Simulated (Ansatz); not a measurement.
A run for Ansatz (a quantum-chemistry and plane-wave program): U-wB97X-V/def2-TZVPP on GeH6Si (SMILES [SiH3][GeH3]), a point of a bond scan (R = 7.641 Å).

Ansatz 0.2 input:
```yaml
crystal:
  periodic: [false, false, false]
  atoms:
    - {symbol: Si, position_ang: [-1.60407886, -0.12828814, 0.02054821]}
    - {symbol: Ge, position_ang: [6.01202188, 0.48081871, -0.07701384]}
    - {symbol: H, position_ang: [-2.17715491, 0.81800631, 1.00694953]}
    - {symbol: H, position_ang: [-1.99904053, -1.50734552, 0.39348646]}
    - {symbol: H, position_ang: [-2.15616106, 0.18290136, -1.31931867]}
    - {symbol: H, position_ang: [6.44016829, 1.90853237, -0.46293649]}
    - {symbol: H, position_ang: [6.62436345, -0.49620641, -1.09734304]}
    - {symbol: H, position_ang: [6.60265288, 0.16058087, 1.30834340]}
basis:
  gaussian:
    orbitals: def2-TZVPP
hamiltonian:
  xc: {name: wB97X-V}
magnetization: {spin_polarized: true, initial_magnetization: 0}
```

Output:

```
WARN ansatz: RAYON_NUM_THREADS=2 ignored (pool sized by the plan → 2); use --threads N
Functional definition: wB97X-V
integrals: 0.09 GiB planned
1034 factors; their error is unknown
integrals: 0.12 GiB planned
242 factors; integrals over basis functions are off by at most 3.2e-5 eV
mean field: 1.20 GiB planned
mean field evaluation 1: about -64475.5118 eV, gradient 1.9e1 eV
mean field evaluation 2: about -64470.5081 eV, gradient 3.7e1 eV
mean field evaluation 4: about -64477.3230 eV, gradient 1.2e1 eV
mean field evaluation 8: about -64479.0243 eV, gradient 1.1e1 eV
mean field evaluation 16: about -64483.8194 eV, gradient 1.1e-2 eV
mean field evaluation 32: about -64483.8194 eV, gradient 1.4e-4 eV
mean field -64483.81940267 eV, -2369.7366543455 hartree, gradient 7.8e-5 eV, S^2 1.002793; 2 other end points of the search recorded, 0 dependent functions left out
reference -64483.81940089 eV, -2369.7366542799 hartree; 26, 26 occupied and 148, 148 virtual orbitals, 1034 factors
Total energy: -64483.81940089 eV, -2369.7366542799 hartree
```

The run converged. Its determinant has ⟨S²⟩ = 1.00, a mixture of spin states.

Cost: around 26 core-seconds (rough).
